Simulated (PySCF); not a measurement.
Symmetry of computed structures. Method used: PBE0-D3(BJ)/def2-SVP geometry optimisation, gas phase (PySCF 2.14.0). The symmetry is that of the one conformer found, every atom within 0.08 Å of its image; none is proved a minimum here.

Q: `[CH3:1][C:2]([Br:3])=[C:4]=[O:5]` with H–C1–C2–Br3 -60° (nearest H): symmetry, top, dipole?

A: Cs; asymmetric top; symmetry number 1; 2 operations, which sort the 8 atoms into 7 sets; dipole 1.71 D, in the ab plane, which is the mirror; A, B, C = 5248, 2067, 1497 MHz; heavy atoms equivalent by symmetry: none.

Q: What symmetry has `[CH2:1]=[C:2]=[CH:3][Cl:4]`?

A: Cs; near-prolate asymmetric top; symmetry number 1; 2 operations, which sort the 7 atoms into 6 sets; dipole 1.59 D, in the ab plane, which is the mirror; heavy atoms equivalent by symmetry: none.

Q: What symmetry has `BrBr`?

A: D∞h; linear; symmetry number 2; dipole forbidden by symmetry (computed 0.00 D).

Q: What symmetry has `[CH3:1][CH:2]([CH3:3])[F:4]`?

A: Cs; asymmetric top; symmetry number 1; 2 operations, which sort the 11 atoms into 7 sets; dipole 1.79 D, in the bc plane, which is the mirror; A, B, C = 8785, 8123, 4820 MHz; heavy atoms equivalent by symmetry: C1/C3.

Q: Point group, rotor type and polarity of `[Cl:1][CH:2]1[CH:3]=[CH:4]1`?

A: Cs; near-prolate asymmetric top; symmetry number 1; 2 operations, which sort the 7 atoms into 5 sets; dipole 2.52 D, in the ac plane, which is the mirror; heavy atoms equivalent by symmetry: C3/C4.

Q: What symmetry has `CC(C)(Cl)Cl`?

A: C2v; asymmetric top; symmetry number 2; 4 operations, which sort the 11 atoms into 5 sets; dipole 2.19 D, along b, the twofold axis; A, B, C = 3684, 2440, 2153 MHz.

Q: Point group, rotor type and polarity of `[SiH3:1][P:2]([SiH3:3])[SiH2:4][CH2:5][Cl:6]` with Si1–P2–Si4–C5 -78°, P2–Si4–C5–Cl6 62°?

A: C1; asymmetric top; symmetry number 1; this conformer is chiral (no improper operation); dipole 1.51 D.
